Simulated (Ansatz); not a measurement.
Gas-phase electronic energies from Ansatz, PBE0-D4/def2-TZVP geometries. CCSD(T)/CBS is the MP2 limit (def2-TZVPP, def2-QZVPP) plus CCSD(T) − MP2 in def2-TZVPP, frozen cores. This one scheme is used for every species. Functionals use def2-TZVPP. One conformer a species, not always the lowest.

`[AlH2][CH2][SiH3]` + `N[SiH2]S` → `N[SiH2][S][AlH2]` + `C[SiH3]`  (ligand exchange at the Al–C bond)

```json
{"species": "`[AlH2][CH2][SiH3]`", "r2SCANh energy (Eh)": "-574.16460"}
{"species": "`N[SiH2]S`", "r2SCANh energy (Eh)": "-745.45599"}
{"species": "`N[SiH2][S][AlH2]`", "r2SCANh energy (Eh)": "-988.49688"}
{"species": "`C[SiH3]`", "r2SCANh energy (Eh)": "-331.17114"}
```

Work out ΔE.

ΔE = (-988.49688) + (-331.17114) − (-574.16460) − (-745.45599) = -0.04743 Eh = -1.29 eV. CCSD(T)/CBS gives -1.26 eV.

Largest T1 diagnostic among the species: 0.011.

Leaving LDA and LC-ωPBE aside and taking each functional with its dispersion term where it has one, the values, not all of them listed here, spread over 0.06 eV, from r2SCAN0-D4 to CAM-B3LYP-D4. From BLYP to BHLYP (50 % exact exchange), in def2-TZVPP and without D4, ΔE moves by −0.04 eV.
